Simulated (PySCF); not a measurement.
## Structure from NMR data

The spectra below were simulated for a compound C6H10O3.

1H NMR (400 MHz, computed): δ 7.74 (m, 1H), 4.99 (m, 1H), 4.62 (m, 1H), 3.46 (s, 3H), 3.41 (t, 2H), 2.62 (t, 2H).

13C{1H} NMR (computed): δ 167.6 (C), 145.3 (CH), 98.5 (CH2), 72.3 (CH2), 61.6 (CH3), 36.7 (CH2).

[PySCF: geometry: PBE0-D3(BJ)/def2-SVP; NMR shieldings at PBE/pcSseg-1/GIAO; one computed conformer; fast rotation and ring inversion assumed for equivalent nuclei; relativity neglected; no solvent]

δ = σ(ref) − σ, references computed at the same level: 1H (σ = 31.20 ppm) and 13C (σ = 180.03 ppm) against TMS.

Question: Propose a structure and justify it.

Answer: 
The formula gives 2 degrees of unsaturation (no ring in the answer). 6 carbon signals for 6 carbons: no two carbons are equivalent. Carbon types of the structure: 1 × C, 1 × CH, 3 × CH2, 1 × CH3, which accounts for all hydrogens. δC 167.6: ester carbonyl carbon; lone-pair donation from the attached heteroatom keeps it upfield of a ketone carbonyl. δC 145.3: alkene carbon bearing oxygen; an sp2 carbon further deshielded by the attached heteroatom. δC 98.5: β carbon of an enol-ether or enamine type C=C; the O or N lone pair pushes π density onto this β carbon and shields it. δC 72.3: sp3 CH2 bonded to O; the inductive effect lowers its shielding. δC 61.6: methyl carbon bonded to O; the inductive effect lowers its shielding. δH 7.74: hydrogen on an alkene carbon bearing oxygen; attached to an sp2 carbon and in the plane of the double bond. δH 4.99, 4.62: hydrogen on a β carbon of an enol-ether or enamine type C=C; lone-pair donation from O or N shields it, upfield of ordinary alkene protons.

The compound is SMILES COCCC(OC=C)=O.

The data come from this structure; uniqueness wasn't tested.

Shifts are as computed. Against solution values, carbons near 30 ppm lie about +2 ppm off and those near 130 ppm about +2 ppm. Of 1211 compounds with measured shifts, 218 miss one by over three times the rms of a fit or turn the order of signals round; such compounds aren't used in these exercises. Multiplicities follow the n + 1 count of equivalent neighbours, as no J values were calculated; m marks all less simple cases, F and P coupling included.
